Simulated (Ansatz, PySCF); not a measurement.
C3H14Si3, SMILES C(C[SiH2][SiH3])[SiH2]C. Atoms are numbered in the order given.

```xyz
20

C     -3.3838    -1.7565    -0.6365
Si    -2.5970    -0.2321     0.1471
C     -0.7684    -0.0784    -0.3235
C     -0.0657     1.1472     0.2928
Si     1.7592     1.3171    -0.2049
Si     2.9615    -0.6111     0.4070
H     -4.4471    -1.8412    -0.3608
H     -3.3215    -1.7097    -1.7358
H     -2.8737    -2.6757    -0.3057
H     -3.3169     1.0022    -0.2966
H     -2.7064    -0.3075     1.6374
H     -0.2600    -1.0112    -0.0186
H     -0.6973    -0.0505    -1.4261
H     -0.1157     1.1071     1.3954
H     -0.5849     2.0779     0.0029
H      1.8641     1.5024    -1.6859
H      2.3752     2.5105     0.4539
H      2.7723    -0.8912     1.8635
H      4.4221    -0.4444     0.1437
H      2.4813    -1.8020    -0.3573
```
Charge 0, spin multiplicity 1.

Coordinates come from a B3LYP-D3(BJ)/def2-SVP optimisation. This is a generated structure with no PubChem entry under its InChIKey; it may be hypothetical. One conformer was computed; it need not be the lowest.

Two levels are set side by side: PBE-D3(BJ)/def2-SVP (Ansatz, a program for electronic structure) and B3LYP-D3(BJ)/def2-SVP (Ansatz). Each level has its own optimised geometry; the coordinates shown are those of the second. Frequencies come from the Hessian of PySCF at each geometry. Differences are taken from unrounded values.

```csv
quantity,B3LYP-D3(BJ),PBE-D3(BJ),PBE-D3(BJ) minus B3LYP-D3(BJ)
mean bond length (Å),1.461,1.470,0.009
bond C1–Si2 (Å),1.886,1.891,0.005
bond Si2–C3 (Å),1.894,1.902,0.008
bond C3–C4 (Å),1.541,1.541,0.000
bond C4–Si5 (Å),1.899,1.907,0.007
bond Si5–Si6 (Å),2.353,2.355,0.002
bond C1–H7 (Å),1.102,1.109,0.007
bond C1–H8 (Å),1.102,1.109,0.007
bond C1–H9 (Å),1.102,1.109,0.007
bond Si2–H10 (Å),1.496,1.509,0.013
bond Si2–H11 (Å),1.496,1.509,0.013
bond C3–H12 (Å),1.105,1.113,0.008
bond C3–H13 (Å),1.105,1.113,0.008
bond C4–H14 (Å),1.104,1.112,0.008
bond C4–H15 (Å),1.105,1.112,0.008
bond Si5–H16 (Å),1.496,1.509,0.013
bond Si5–H17 (Å),1.496,1.509,0.013
highest harmonic wavenumber (cm⁻¹),3123,3079,-44
mean harmonic wavenumber (cm⁻¹),1224,1189,-34
zero-point energy (kcal/mol),94.45,91.79,-2.66
```

GGA bonds tend to be longer and softer than those of functionals with exact exchange. Differences between two approximate levels are no errors against the true value.
